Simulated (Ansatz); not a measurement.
Mulliken charges of `[F][Al-]([F])([F])[P+](F)(F)F` from ωB97M-V/def2-TZVPP in Ansatz (PBE0-D4/def2-TZVP geometry).

```tsv
atom	x (Å)	y (Å)	z (Å)	charge (e)
F1	-0.092	-1.818	1.441	-0.350
Al2	0.852	-1.159	0.266	0.769
F3	2.189	-0.309	0.710	-0.350
F4	0.783	-1.790	-1.251	-0.350
P5	-0.625	0.851	-0.195	0.823
F6	-0.896	1.812	0.979	-0.180
F7	-0.149	1.842	-1.275	-0.180
F8	-2.063	0.572	-0.675	-0.180
```

Problem. By hand: the dipole of these point charges (1 e Å = 4.8032 D).

Solution. Σ q r = (-0.308, 0.419, -0.096) e Å, of length 0.529 e Å = 2.54 D.

Problem. How does the dipole of the full density compare? (An estimate is asked.)

Solution. Ansatz gave: (-0.358, 0.487, -0.112) e Å, 2.95 D; the point charges give 0.86 times that, at 0° from its direction.

Point charges leave out the atoms' own dipoles, such as those of lone pairs, and Mulliken's split depends on the basis, so the close match here is no proof of good charges.
